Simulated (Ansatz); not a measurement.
This Ansatz (an electronic-structure program) input (r2SCAN/def2-QZVPPD) gives -597.84533 Eh with 211 basis functions. A basis named .json is the Basis Set Exchange file of that set (core-valence sets with the plain set on hydrogen).

Ansatz 0.2 input:
```yaml
crystal:
  periodic: [false, false, false]
  atoms:
    - {symbol: F, position_ang: [-1.21299123, -0.50470806, 0.01613613]}
    - {symbol: S, position_ang: [-0.00574452, 0.55322190, 0.00745691]}
    - {symbol: F, position_ang: [1.22320370, -0.47879753, -0.02939285]}
basis:
  gaussian:
    orbitals: def2-QZVPPD.json
hamiltonian:
  xc: {name: r2SCAN}
magnetization: {spin_polarized: false}
```

Change:
```diff
- orbitals: def2-QZVPPD.json
+ orbitals: def2-QZVPP.json
```

**Question.** What does the run give now?

**Answer.** -597.84481 Eh (r2SCAN/def2-QZVPP, 184 functions), a change of +0.52 mEh.
